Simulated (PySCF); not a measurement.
Compound: C₆H₁₀OSi₂.
Geometry (PBE0-D3(BJ)/def2-SVP, Å), atoms numbered from 1 in this order:
```
atom  x, y, z in Å
Si1    3.6314   -0.9341    0.1966
O2     2.3278   -0.0197    0.6460
Si3    1.4428    1.3739    0.4914
C4    -0.3420    0.8990    0.1998
C5    -0.7200   -0.4493    0.1442
C6    -2.0497   -0.8084   -0.0739
C7    -3.0210    0.1775   -0.2381
C8    -2.6607    1.5244   -0.1835
C9    -1.3315    1.8795    0.0346
H10    4.4461   -0.2120   -0.8277
H11    3.1506   -2.2251   -0.3776
H12    4.4775   -1.2153    1.3924
H13    1.5809    2.1834    1.7391
H14    1.9719    2.1835   -0.6510
H15    0.0390   -1.2253    0.2755
H16   -2.3292   -1.8642   -0.1153
H17   -4.0633   -0.1032   -0.4088
H18   -3.4198    2.3000   -0.3111
H19   -1.0661    2.9412    0.0747
```

Method: PBE0-D3(BJ)/def2-SVP geometry optimisation, gas phase (PySCF).

Take the most abundant isotopes and a rigid rotor. The values belong to one conformer with, in the numbering `[SiH3:1][O:2][SiH2:3][c:4]1[cH:5][cH:6][cH:7][cH:8][cH:9]1`, Si1–O2–Si3–C4 129°, O2–Si3–C4–C5 0°.

(1) Give the principal moments of inertia and the rotational constants in MHz.

(2) Classify the top.

(3) Is it planar, by Δ = Ic − Ia − Ib?

(4) List the rotational levels J(Ka,Kc) to J = 4 (cm⁻¹).

(5) Predict some low-J microwave lines.

(6) Estimate the classical rotational partition function at 50 K, 298.15 K and 500 K.

Results:

(1) Ia = 168.83, Ib = 897.06, Ic = 1046.01 u·Å²; 505379 MHz·u·Å²/I gives A = 2993, B = 563.4, C = 483.1 MHz.

(2) A near-prolate asymmetric top; Ray's κ = -0.936.

(3) Not planar: Δ = Ic − Ia − Ib = -19.88 u·Å². For a rigid frame Δ = −2 Σ m c², so Σ m c² = 9.94 u·Å² lies off the ab plane: 6.27 from hydrogen and 3.67 from heavier atoms. The atom farthest from that plane is 1.36 Å away.

(4) Above 0(0,0):
J = 1: 1(0,1) 0.0349, 1(1,1) 0.1160, 1(1,0) 0.1186
J = 2: 2(0,2) 0.1047, 2(1,2) 0.1831, 2(1,1) 0.1911, 2(2,1) 0.4343, 2(2,0) 0.4344
J = 3: 3(0,3) 0.2091, 3(1,3) 0.2838, 3(1,2) 0.2998, 3(2,2) 0.5390, 3(2,1) 0.5394, 3(3,1) 0.9510, 3(3,0) 0.9510
J = 4: 4(0,4) 0.3481, 4(1,4) 0.4179, 4(1,3) 0.4447, 4(2,3) 0.6786, 4(2,2) 0.6796, 4(3,2) 1.0908, 4(3,1) 1.0908, 4(4,1) 1.6674, 4(4,0) 1.6674
Those of J = 1 are B + C, A + C and A + B.

(5) The dipole components are |μa| = 0.60 D, |μb| = 0.18 D, |μc| = 0.33 D. The squared components, which scale the intensities, stand as 1.00 : 0.09 : 0.30 (a : b : c). Some lines, for components of 0.1 D or more:

| type | branch | J(Ka,Kc) | MHz | lower level (cm⁻¹) |
| --- | --- | --- | --- | --- |
| a | Q | 3(1,2) ← 3(1,3) | 481 | 0.284 |
| a | R | 1(0,1) ← 0(0,0) | 1047 | 0.000 |
| a | R | 2(1,2) ← 1(1,1) | 2013 | 0.116 |
| a | R | 2(0,2) ← 1(0,1) | 2091 | 0.035 |
| a | R | 2(1,1) ← 1(1,0) | 2173 | 0.119 |
| c | Q | 3(1,3) ← 3(0,3) | 2238 | 0.209 |
| c | Q | 2(1,2) ← 2(0,2) | 2352 | 0.105 |
| c | Q | 1(1,1) ← 1(0,1) | 2430 | 0.035 |
| b | Q | 1(1,0) ← 1(0,1) | 2510 | 0.035 |
| a | R | 3(2,2) ← 2(2,1) | 3140 | 0.434 |
| a | R | 3(2,1) ← 2(2,0) | 3147 | 0.434 |
| a | R | 3(1,2) ← 2(1,1) | 3259 | 0.191 |
| b | R | 1(1,1) ← 0(0,0) | 3477 | 0.000 |
| c | R | 1(1,0) ← 0(0,0) | 3557 | 0.000 |
| c | R | 2(1,1) ← 1(0,1) | 4683 | 0.035 |
| c | R | 3(1,2) ← 2(0,2) | 5851 | 0.105 |
| c | Q | 3(2,2) ← 3(1,2) | 7171 | 0.300 |
| c | Q | 2(2,1) ← 2(1,1) | 7290 | 0.191 |
| b | Q | 2(2,0) ← 2(1,1) | 7292 | 0.191 |
| b | Q | 2(2,1) ← 2(1,2) | 7531 | 0.183 |
| c | R | 2(2,0) ← 1(1,0) | 9465 | 0.119 |
| c | R | 2(2,1) ← 1(1,1) | 9544 | 0.116 |
| b | R | 3(2,2) ← 2(1,1) | 10430 | 0.191 |
| b | R | 3(2,1) ← 2(1,2) | 10680 | 0.183 |
| b | Q | 3(3,1) ← 3(2,2) | 12352 | 0.539 |
| b | R | 3(3,1) ← 2(2,0) | 15489 | 0.434 |
| c | R | 3(3,0) ← 2(2,0) | 15489 | 0.434 |
| b | R | 3(3,0) ← 2(2,1) | 15491 | 0.434 |

(6) Point group C1, symmetry number σ = 1; q = (√π/σ)·√((kT/h)³/(ABC)), k/h = 20836.6 MHz/K: 66000 at 50 K, 962000 at 298.15 K, 2090000 at 500 K.

No frequency check. Constants of a rigid frame at the computed geometry: no zero-point averaging, no centrifugal distortion. A rigid rotor knows nothing of internal rotation, which can split or shift real lines.

On an Arm Neoverse N1 with one thread, shared host with 64 logical CPUs at a one-minute load of 59, this took 6.7 min and 0.79 GiB of memory at its peak. This is the geometry optimisation.
